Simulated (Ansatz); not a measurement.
```xyz
8

O     1.6454    0.6313    0.5685
B     0.3387    0.6782    0.2625
Si   -0.6580   -0.9484   -0.4110
Cl   -0.5412    2.2120    0.4530
H     2.0052    1.4711    0.8779
H     0.2217   -2.1429   -0.5050
H    -1.2237   -0.6540   -1.7556
H    -1.7880   -1.2472    0.5099
```

The species carries charge 0 and has multiplicity 1.

(1) List the CAM-B3LYP/def2-TZVPP orbital energies in eV (Ansatz). (An estimate is asked.)

## Answers

(1) Computed: Occupied: -2764.56, -1800.65, -523.77, -259.36, -198.39, -198.29, -198.25, -187.69, -145.28, -100.61, -100.60, -100.59, -31.15, -25.08, -18.39, -16.69, -14.95, -13.25, -13.11, -11.29, -11.24, -10.90, -10.89, -9.78. Lowest empty: 0.08, 1.37, 2.16, 2.23, 2.34, 2.98, 3.58, 4.33.
